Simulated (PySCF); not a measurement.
**Spin states and ions at one geometry of Cs2F2**

PySCF 2.14.0, RKS PBE0, Cs def2-SVP with ECP46, F def2-SVP; non-relativistic Hamiltonian with scalar-relativistic core potentials where named; density fitting; no spin-orbit coupling; singlets restricted, open shells unrestricted. The geometry is relaxed for charge 0, singlet, vacuum:

```xyz
4

Cs    0.0000    0.0000    2.0347
Cs    0.0000    0.0000   -2.0347
F     1.6273    0.0000    0.0000
F    -1.6273    0.0000    0.0000
```

Energies count from the relaxed state; an electron taken off or put on is at rest in vacuum. Charges and spins are Mulliken's.

| state | energy (eV) | spin squared | charge on Cs1 (e) | spin on Cs1 (e) | dipole about the centre of mass (D) |
| --- | --- | --- | --- | --- | --- |
| charge 0, singlet, vacuum | 0.00 | 0.00 | 0.58 | 0.00 | 0.00 |
| charge +1, doublet, vacuum | 8.65 | 0.76 | 0.78 | -0.02 | 0.00 |

What does the state charge 0, triplet, vacuum give?

energy (eV) 5.57, spin squared 2.00, charge on Cs1 (e) 0.31, spin on Cs1 (e) 0.53, dipole about the centre of mass (D) 0.00.

With an electron taken off (doublet) the charges change, summed by element, by Cs +0.41 e, F +0.59 e. The vertical ionisation energy is 8.65 eV, against −ε(HOMO) = 6.46 eV of the relaxed state. The level lies 2.2 eV too high, as is usual for semilocal functionals and global hybrids, which keep a self-interaction error.

Open shells may have lower solutions than those found.
